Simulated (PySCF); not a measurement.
C3H5BClN.
SMILES with atom numbers: `[CH:1]#[C:2][CH2:3][B:4]([NH2:5])[Cl:6]` (hydrogens: H7 on C1; H8, H9 on C3; H10, H11 on N5)

Level of theory: PBE0-D3(BJ)/def2-SVP geometry optimisation, gas phase in PySCF.

**Question.** What internal coordinates does the optimisation give?

**Answer.** 
| bond | length (Å) | order |
| --- | --- | --- |
| C1≡C2 | 1.213 | triple |
| C2–C3 | 1.452 | single |
| C3–B4 | 1.587 | single |
| B4–N5 | 1.384 | single |
| B4–Cl6 | 1.781 | single |
| C1–H7 | 1.074 | single |
| C3–H8, C3–H9 | 1.104 | single |
| N5–H10, N5–H11 | 1.013 | single |

Bonds in one row agree within 0.01 Å and their mean is given. Orders are formal, as drawn. A selection of angles:
| angle | degrees |
| --- | --- |
| C2–C1–H7 | 178.3 |
| C1–C2–C3 | 177.2 |
| C2–C3–B4 | 113.6 |
| C2–C3–H8 | 110.5 |
| C2–C3–H9 | 110.6 |
| B4–C3–H8 | 108.1 |
| H8–C3–H9 | 105.2 |
| C3–B4–N5 | 122.3 |
| C3–B4–Cl6 | 118.1 |
| N5–B4–Cl6 | 119.6 |
| B4–N5–H10 | 123.7 |
| B4–N5–H11 | 120.6 |
| H10–N5–H11 | 115.7 |

Torsions: C2–C3–B4–N5 2° (synperiplanar).

N5 (boron-bound nitrogen) is planar (angles 123.7°, 120.6° and 115.7°, sum 360.0°, 0.00 Å off the plane of its three neighbours). Of the pairs four or more bonds apart, C2···H11 is among the closest relative to their van der Waals radii: 2.56 Å, 88 % of the sum of Bondi's values. The C–C distances run from 1.213 Å (C1≡C2, drawn triple) to 1.452 Å (C2–C3, drawn single), a spread of 0.239 Å. The 6 heavy atoms lie in one plane (0.012 Å rms). B4 (three-coordinate boron) is planar (angles 122.3°, 119.6° and 118.1°, sum 360.0°, 0.00 Å off the plane of its three neighbours).

Not checked by PBE0-D3(BJ)/def2-SVP frequencies. One conformer, not necessarily the lowest.

Hardware: Arm Neoverse V1, one thread, shared host with 32 logical CPUs at a one-minute load of 31. Cost: 43 s wall, 0.45 GiB resident at most. These figures are those of the optimisation.
